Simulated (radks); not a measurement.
Values are calculated unless marked as measured or tabulated.
Valence configurations of Br (all share [Ar]). Code: a radial shooting solver on a logarithmic mesh with Libxc functionals. Model: scalar-relativistic Kohn-Sham, SCAN, spin-polarised, spherical densities, finite nucleus; open shells are filled with parallel spins first; meta-GGA in the generalised Kohn-Sham scheme; Fermi nuclear charge, rms radius 4.1629 fm. Energies are relative to 3d10 4s2 4p5; eigenvalues in eV for spin up.

| valence | E (eV) | moment (Bohr magnetons) | e(3d) | e(4p) | e(4s) |
|---|---|---|---|---|---|
| 3d10 4s2 4p5 | 0.000 | 1 | -67.955 | -8.624 | -21.453 |
| 3d10 4s1 4p6 | 12.644 | 1 | -69.697 | -9.362 | -22.546 |
| 3d9 4s2 4p6 | 64.852 | 1 | -81.324 | -9.638 | -23.428 |
| 3d9.5 4s1.5 4p6 | 37.840 | 1 | -75.414 | -9.490 | -22.982 |
| 3d10 4s1.5 4p5.5 | 6.344 | 1 | -68.821 | -8.987 | -21.996 |

NIST lists [Ar] 3d10 4s2 4p5 as the ground configuration; this level of theory agrees among the configurations tried. The energies are those of spherical high-spin densities, not of single terms.
